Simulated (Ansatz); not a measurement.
`OC(O)(O)[SiH3]`, charge 0, multiplicity 1.

(1) Give a relaxed structure at PBE0-D4/def2-TZVP (Ansatz 0.2.0). (An estimate is asked.)

## Answers

(1) Ansatz gave: 
Z-matrix (Å, degrees):
```
C
O 1 1.397
O 1 1.380 2 108.5
O 1 1.412 2 105.1 3 119.8
Si 1 1.927 2 111.3 3 -118.6
H 2 0.963 1 107.4 3 -149.2
H 3 0.968 1 107.0 2 46.5
H 4 0.962 1 108.0 2 -175.0
H 5 1.482 1 110.6 2 64.5
H 5 1.485 1 107.1 2 -55.9
H 5 1.488 1 109.3 2 -174.0
```
This is one stationary point; other conformers may exist.
